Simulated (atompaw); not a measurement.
Before and after: PAW (atompaw) potential for helium (He)

```json
{
  "Element": "helium",
  "Generator": "atompaw 4.2.0.5",
  "Type": "PAW",
  "Functional": "PBEsol",
  "Relativity": "scalar-relativistic",
  "Frozen core": "none",
  "Valence charge": "2",
  "Reference configuration": "1s2",
  "Partial waves": "1s (bound): rc 0.75 bohr; 1s channel at -0.2 Ry: rc 0.75 bohr; 2p channel at -0.05 Ry: rc 0.75 bohr; 2p channel at 2.05 Ry: rc 0.75 bohr",
  "Local potential": "bessel scheme, radius 0.50 bohr",
  "Core correction": "none",
  "Augmentation charge": "sinc compensation charge, radius 0.55 bohr; PAW radius 0.75 bohr; waves and projectors: custom rrkj vanderbiltortho"
}
```

All-electron outer shells of the reference configuration (PBEsol, scalar-relativistic, ld1.x):

```json
{"shell": "1s", "level (eV)": "-15.50", "outermost node (bohr)": "–", "outermost maximum (bohr)": "0.57"}
```

Change: all radii scaled by about 1.31 (s 0.98, p 0.98 bohr); local potential bessel scheme, radius 0.66 bohr; augmentation sinc compensation charge, radius 0.72 bohr; PAW radius 0.98 bohr; waves and projectors: custom rrkj vanderbiltortho.

Cutoffs: the cutoffs (Ry, on a coarse ladder) from which the occupation-weighted sum of valence levels, in a spherical-Bessel basis at the reference potential, stays within 10 and 1 mRy of its value at 400 Ry; they do not see the model core or the augmentation charge, which bear on the density cutoff.

What does the change do?

The potential gets softer (60 Ry and 90 Ry → 40 Ry and 50 Ry); neither file shows a bound ghost. A larger radius leaves more room for a smooth pseudo-wave, so fewer plane waves are needed.

```
                            quantity            base         changed
                       cutoff, loose           60 Ry           40 Ry
                       cutoff, tight           90 Ry           50 Ry
                        bound ghosts            none            none
lowest overlap eigenvalue by channel  s 0.99, p 0.99  s 0.98, p 0.99
```

 The cutoffs see the waves, projectors and local potential, not the compensation charge or the core.
